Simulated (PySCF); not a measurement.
MZr for M along the halogens

PBE with triple-zeta basis sets in PySCF, for the lowest determinant that a PBE0 search found; no spin–orbit coupling. De refers to high-spin ground-configuration atoms. A positive dipole means M(−)Zr(+).

| M | basis | state (unpaired electrons) | Re (Å) | ωe (cm⁻¹) | De (eV) | μ (D) |
| --- | --- | --- | --- | --- | --- | --- |
| F | def2-TZVPP | quartet (σ ↑, δ ↑↑) | 1.883 | 654 | n/a | 2.89 |
| Cl | def2-TZVPP | quartet (σ ↑, δ ↑↑) | 2.322 | 389 | n/a | 3.45 |
| Br | x2c-TZVPPall | quartet (σ ↑, π ↑, δ ↑) | 2.509 | 262 | n/a | 3.02 |
| I | def2-TZVPP | quartet (σ ↑, π ↑, δ ↑) | 2.725 | 210 | n/a | 3.21 |

The shortest bond is that of ZrF (1.883 Å), the longest that of ZrI (2.725 Å).

The rows differ in basis set, which adds steps of its own.

The state changes along the series, so neighbouring rows are not always alike in their bonding.

De is left out where the level can put another filling of the metal’s s and d shells below the measured ground configuration, by anything from nothing to about 1 eV. These are scalar-relativistic numbers at best; spin–orbit coupling would shift them, the dissociation energy most. The state is the lowest single determinant that the PBE0 search found; with open d or f shells the true ground state can be another one.
